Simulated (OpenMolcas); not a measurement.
# Ni+: the spin-orbit constant, worked from levels

```yaml
Program: OpenMolcas 26.06
Basis: ANO-RCC-VQZP [7s6p4d3f2g1h]
Scalar_Hamiltonian: DKH2, point nucleus
Active_space: 9 electrons in 6 orbitals (3d 4s)
State_averaging: 2S+1 = 2 even, 29 roots; 2S+1 = 4 even, 10 roots kept (CI in the orbitals of an earlier block)
Spin-orbit_coupling: state interaction with AMFI integrals over the reference wave functions, term energies averaged over their components
```

Methods: CASSCF; MS-CASPT2, IPEA 0.25 Eh, imaginary shift 0.1 Eh (closed shells correlated: 3s 3p). Measured levels: NIST Handbook of Basic Atomic Spectroscopic Data.

**The spin-orbit constant.** For the Hund term 2D of d9, E(J) = (A/2) J(J+1) + constant and ζ = -2S·A = -A. From J = 3/2 to J = 5/2 the energy changes by 2.5 A.

```json
{"Source": "CASSCF", "E(5/2) - E(3/2)": "-1625.8", "A": "-650.3", "ζ": "650"}
{"Source": "MS-CASPT2", "E(5/2) - E(3/2)": "-1620.9", "A": "-648.4", "ζ": "648"}
{"Source": "measured", "E(5/2) - E(3/2)": "-1506.9", "A": "-602.8", "ζ": "603"}
```

All in cm-1. MS-CASPT2 is off by +7.6 % and CASSCF by +7.9 %. Both methods take the spin-orbit matrix elements from the reference wave functions, so the second can move ζ only through the term energies and any multistate remixing.

CASPT2 does not keep the components of a term degenerate, so their means are used; among the terms shown or strongly mixed into the levels shown the widest spread is 440 cm-1 (3d9 2D, MS-CASPT2). Without dynamic correlation excited terms often stand tens of per cent too high (terms of higher spin than the ground term too low), and those without a measured partner can miss by more than the paired ones (holds for CASSCF). The lowest computed level is not the ground level that NIST lists (2D5/2) (holds for CASSCF). Measured partners are found by configuration, term and J. A level has none where our copy of the source lacks it or the pairing is in doubt (some pairs that miss far off the trend of their configuration count as doubtful), and it then counts in no deviation. Only configurations of the active space appear.
